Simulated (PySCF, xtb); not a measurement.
C₂H₄F₂Si₂, SMILES [SiH2](F)[Si@@H](F)C#C.

GFN2-xTB in xtb at its own geometry gives an orbital gap of 4.20 eV and a dipole moment of 2.52 D.

Geometry: B3LYP-D3(BJ)/def2-SVP. The structure was generated by enumeration; whether it is a known compound was not checked. The values are those of a single conformer.

**Question.** What does PBE/def2-TZVP in PySCF give? (Estimate from the structure and the level; the computed values follow.)

**Answer.** gap 4.72 eV (levels -6.97 and -2.25 eV), dipole 1.99 D.
